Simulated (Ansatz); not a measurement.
The cluster In₃P₂Cl₃. Charge 0, multiplicity 1. Geometry PBE-D4/def2-SVP; atoms count from 1.

Cartesian coordinates in Å:
```
In 1.5231 -1.6977 -0.5262
In -0.3795 -0.1967 2.8398
In 0.2648 2.5534 -0.2356
P -0.3289 -0.9361 -2.7375
P -0.9995 0.8593 -2.4089
Cl -0.2104 -2.4949 1.2634
Cl -1.7721 1.2830 0.9311
Cl 1.9025 0.6297 0.8739
```

In the def2 sets In takes a core potential; there is no spin–orbit coupling. The restricted singlet is unstable towards broken spin symmetry in Hartree–Fock (as tested in another run); at PBE0-D4/def2-TZVP this wasn't settled. Another isomer (singlet) lies 0.12 eV lower at PBE0-D4/def2-TZVP; other spin states weren't run for this one.

Estimate the Mulliken populations from the PBE0/def2-TZVP orbitals of Ansatz.


```csv
atom,charge (e)
In1,0.48
In2,0.48
In3,0.42
P4,-0.02
P5,0.02
Cl6,-0.46
Cl7,-0.46
Cl8,-0.45
```
Mulliken values depend strongly on the basis.

And the Mayer bond orders between heavy atoms (over 0.3)?

In1–P4 0.34 (2.98 Å); In1–Cl6 0.54 (2.62 Å); In1–Cl8 0.37 (2.74 Å); In2–Cl6 0.37 (2.79 Å); In2–Cl7 0.37 (2.79 Å); In3–Cl7 0.50 (2.67 Å); In3–Cl8 0.37 (2.76 Å); P4–P5 2.59 (1.94 Å).
